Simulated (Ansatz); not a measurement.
TeF4. The state is a triplet with charge 0. Geometry B3LYP-D4/def2-SVP, that of the neutral singlet; atoms count from 1.

```xyz
5

Te    0.123   -0.549   -0.159
F     0.991    0.336   -1.668
F    -0.845   -0.988    1.479
F    -1.379    0.539   -0.578
F     1.110    0.661    0.926
```

In the def2 sets Te takes a core potential; there is no spin–orbit coupling. At PBE0-D4/def2-TZVP a singlet of charge 0 lies 4.66 eV below the triplet at the same geometry.

Question: Estimate the Mulliken populations from the PBE0/def2-TZVP orbitals of Ansatz.

Answer: 
| atom | charge (e) | spin (α − β) |
| --- | --- | --- |
| Te1 | 1.23 | 1.25 |
| F2 | -0.29 | 0.26 |
| F3 | -0.29 | 0.26 |
| F4 | -0.33 | 0.11 |
| F5 | -0.33 | 0.11 |
Mulliken values and Mayer orders depend strongly on the basis.

Question: Where does the spin sit?

Answer: Summed by element: Te 1.25, F 0.75, of 2 unpaired in all. Largest on single atoms: Te1 1.25, F3 0.26, F2 0.26.

Question: And the Mayer bond orders between bonded heavy atoms (over 0.3)?

Answer: Te1–F2 0.87 (1.95 Å); Te1–F3 0.87 (1.95 Å); Te1–F4 0.88 (1.90 Å); Te1–F5 0.88 (1.90 Å).
